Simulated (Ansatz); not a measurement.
Basis sets compared for the cluster Nb5 (the lowest doublet isomer of a short search). Charge 0, multiplicity 2. Geometry PBE0-D4/def2-SVP. Ansatz on 4 threads of Intel Xeon on a shared host; times are rough, and most runs start from earlier orbitals.

```tsv
atom	x (Å)	y (Å)	z (Å)
Nb1	0.9016	-1.7282	-0.0928
Nb2	-1.2234	-0.6540	-0.6872
Nb3	1.2819	0.6488	-0.5764
Nb4	-0.0718	0.0063	1.5463
Nb5	-0.8884	1.7271	-0.1899
```

In the def2 sets Nb takes a core potential; there is no spin–orbit coupling. At r2SCAN-D4/def2-TZVP, r2SCAN-D4/def2-TZVPD, PBE0-D4/def2-SVP, PBE0-D4/def2-TZVP and others the charge 0 doublet is spin-contaminated (final ⟨S²⟩ up to 0.90, 0.75 for a pure state). The structure comes from a short search, and lower isomers may exist.

Binding counts from free atoms (Nb sextet) in the same basis, without a counterpoise term.

```json
{"level": "PBE-D4/def2-SVP", "functions": "155", "energy (Eh)": "-284.8652", "HOMO (eV)": "-3.44", "LUMO (eV)": "-3.01", "binding per atom (eV)": "4.07", "wall time": "6.5 s"}
{"level": "PBE-D4/def2-TZVP (with forces)", "functions": "200", "energy (Eh)": "-284.9469", "HOMO (eV)": "-3.41", "LUMO (eV)": "-2.98", "binding per atom (eV)": "4.08", "wall time": "8.5 s"}
{"level": "r2SCAN-D4/def2-TZVP", "functions": "200", "energy (Eh)": "-284.9070", "HOMO (eV)": "-3.50", "LUMO (eV)": "-2.72", "binding per atom (eV)": "3.30", "wall time": "99 s"}
{"level": "PBE0-D4/def2-SVP", "functions": "155", "energy (Eh)": "-284.5962", "HOMO (eV)": "-3.94", "LUMO (eV)": "-2.20", "binding per atom (eV)": "3.14", "wall time": "20 s"}
{"level": "PBE0-D4/def2-TZVP", "functions": "200", "energy (Eh)": "-284.6779", "HOMO (eV)": "-3.91", "LUMO (eV)": "-2.17", "binding per atom (eV)": "3.16", "wall time": "28 s"}
```

Question: Estimate the rows for PBE-D4/def2-TZVPD, r2SCAN-D4/def2-TZVPD, PBE0-D4/def2-TZVPD.

Answer: 
```csv
level,functions,energy (Eh),HOMO (eV),LUMO (eV),binding per atom (eV),wall time
PBE-D4/def2-TZVPD,200,-284.9469,-3.41,-2.98,4.08,7.5 s
r2SCAN-D4/def2-TZVPD,200,-284.9070,-3.50,-2.72,3.30,99 s
PBE0-D4/def2-TZVPD,200,-284.6779,-3.91,-2.17,3.16,22 s
```
